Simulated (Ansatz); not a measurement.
Consider the formal exchange of groups at the Si–C bond: `FC([SiH3])(Cl)Br` + `N=C=C(F)[SeH]` → `N=C=C([SiH3])[SeH]` + `FC(F)(Cl)Br`.

Isolated molecules relaxed with PBE0-D4/def2-TZVP in Ansatz; ΔE leaves out vibrations. CCSD(T)/CBS adds triple-zeta CCSD(T) − MP2 to the extrapolated MP2 energy (def2 sets, frozen cores). DFT in def2-TZVPP. B3LYP here is the variant with VWN-RPA as its local correlation; programs differ in this. For Br, Se outer-core shells are correlated without core-valence functions, which leaves a few kJ/mol of doubt a bond. Scalar relativity is left out up to krypton. One conformer a species, not always the lowest.

(1) Is it downhill or uphill in electronic energy at CCSD(T)/CBS, and by how much? (Estimate.)

(2) What do these levels give: PBE-D4, r2SCAN-D4, PBE0-D4, B2PLYP, B3LYP, SCS-MP2/def2-QZVPP? (Estimate.)

Largest T1 diagnostic among the species: 0.013.

Results:

(1) Computed: Downhill: ΔE = -97.0 kJ/mol.

(2) The calculation gave: PBE-D4 -89.1, r2SCAN-D4 -101.5, PBE0-D4 -100.0, B2PLYP -99.7, B3LYP -93.3, SCS-MP2/def2-QZVPP -103.3 kJ/mol.

From PBE to PBE0 (25 % exact exchange), in def2-TZVPP and without D4, ΔE moves by −10.9 kJ/mol. In def2-TZVPP, CCSD(T) changes the Hartree–Fock value by +15.4 kJ/mol (the triples alone add +1.2 kJ/mol) and MP2 by +5.5 kJ/mol.
